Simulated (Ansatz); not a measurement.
C₂H₇FOSi (`C[SiH2]OCF`), relaxed with RKS PBE0-D4/def2-TZVP in the Gaussian-basis code of Ansatz from a PBE-D4/def2-SVP geometry. The force threshold is 0.005 eV/Å; the program also tests the step.

The species carries charge 0 and has multiplicity 1.

Start:

```xyz
12

C    -1.355    0.224    1.171
Si   -0.584    0.749   -0.457
O     0.321   -0.516   -1.159
C     1.590   -0.849   -0.743
F     1.597   -1.236    0.596
H    -2.025   -0.648    1.025
H    -1.949    1.050    1.612
H    -0.559   -0.067    1.884
H     0.345    1.923   -0.264
H    -1.629    1.073   -1.483
H     2.302    0.009   -0.832
H     1.946   -1.712   -1.349
```

```
step  energy (eV)  largest force (eV/Å)  largest move (Å)
   1  -14823.4089                 0.654             0.000
   2  -14823.4638                 0.411             0.030
   3  -14823.4753                 0.089             0.023
   4  -14823.4755                 0.095             0.021
   5  -14823.4766                 0.038             0.018
   6  -14823.4768                 0.031             0.013
   7  -14823.4771                 0.012             0.020
   8  -14823.4771                 0.005             0.005
```

End:

```xyz
12

C    -1.362    0.237    1.168
Si   -0.570    0.714   -0.440
O     0.304   -0.539   -1.104
C     1.590   -0.840   -0.757
F     1.649   -1.284    0.552
H    -2.021   -0.624    1.035
H    -1.959    1.066    1.558
H    -0.604   -0.023    1.909
H     0.362    1.863   -0.250
H    -1.588    1.050   -1.464
H     2.250    0.034   -0.816
H     1.948   -1.654   -1.392
```

Run time 28 s (4 threads of an Intel Xeon Platinum 8175M on a shared host); peak host memory 0.53 GiB.
